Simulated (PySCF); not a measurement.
Field gradients from PBE0/pcSseg-1 densities (PySCF, non-relativistic) at GFN2-xTB geometries, isolated species, one conformer each; χzz is the principal value of largest magnitude, with Q(14N) = 0.02044 b. GFN2-xTB bond lengths can be off by several hundredths of an ångström, more for odd bonds, and the gradients follow them. These gradients aren't converged with respect to the basis.

These 14N couplings (χzz in MHz, η) are listed in rising order: (-6.192, 0.21); (-5.775, 0.39); (-5.404, 0.47); (-5.051, 0.42); (-4.490, 0.04); (-3.237, 0.37). Assign them to: N6 (pyridine-type nitrogen) in `[CH3:1][c:2]1[cH:3][n:4][n:5][n:6][c:7]1[C:8]#[N:9]`; N3 (pyridine-type nitrogen) in `[CH3:1][c:2]1[n:3][cH:4][n:5][n:6][c:7]1[O:8][SiH3:9]`; the silicon-bound nitrogen of `FC(F)(F)CN[SiH2][SiH3]`; N8 (pyridine-type nitrogen) in `[N:1]#[C:2][c:3]1[cH:4][cH:5][p:6][cH:7][n:8]1`; N7 (pyrrole-type nitrogen) in `[F:1][c:2]1[cH:3][cH:4][cH:5][c:6](-[n:7]2[cH:8][cH:9][cH:10][n:11]2)[cH:12]1`; the nitrogen bound to a carbonyl carbon of `C=C[Si@@H](OC)[SiH2]C(N)=O`.

-6.192 MHz, η 0.21: N6 (pyridine-type nitrogen) in `[CH3:1][c:2]1[cH:3][n:4][n:5][n:6][c:7]1[C:8]#[N:9]`; -5.775 MHz, η 0.39: N8 (pyridine-type nitrogen) in `[N:1]#[C:2][c:3]1[cH:4][cH:5][p:6][cH:7][n:8]1`; -5.404 MHz, η 0.47: N3 (pyridine-type nitrogen) in `[CH3:1][c:2]1[n:3][cH:4][n:5][n:6][c:7]1[O:8][SiH3:9]`; -5.051 MHz, η 0.42: the silicon-bound nitrogen of `FC(F)(F)CN[SiH2][SiH3]`; -4.490 MHz, η 0.04: the nitrogen bound to a carbonyl carbon of `C=C[Si@@H](OC)[SiH2]C(N)=O`; -3.237 MHz, η 0.37: N7 (pyrrole-type nitrogen) in `[F:1][c:2]1[cH:3][cH:4][cH:5][c:6](-[n:7]2[cH:8][cH:9][cH:10][n:11]2)[cH:12]1`.

All sites together:

```
nucleus                                                                                                         site  Vzz (au)     η  χzz (MHz)
    14N                           N6 (pyridine-type nitrogen) in [CH3:1][c:2]1[cH:3][n:4][n:5][n:6][c:7]1[C:8]#[N:9]    -1.289  0.21     -6.192
    14N                         N3 (pyridine-type nitrogen) in [CH3:1][c:2]1[n:3][cH:4][n:5][n:6][c:7]1[O:8][SiH3:9]    -1.125  0.47     -5.404
    14N                                                         the silicon-bound nitrogen of FC(F)(F)CN[SiH2][SiH3]    -1.052  0.42     -5.051
    14N                                N8 (pyridine-type nitrogen) in [N:1]#[C:2][c:3]1[cH:4][cH:5][p:6][cH:7][n:8]1    -1.203  0.39     -5.775
    14N  N7 (pyrrole-type nitrogen) in [F:1][c:2]1[cH:3][cH:4][cH:5][c:6](-[n:7]2[cH:8][cH:9][cH:10][n:11]2)[cH:12]1    -0.674  0.37     -3.237
    14N                                        the nitrogen bound to a carbonyl carbon of C=C[Si@@H](OC)[SiH2]C(N)=O    -0.935  0.04     -4.490
```
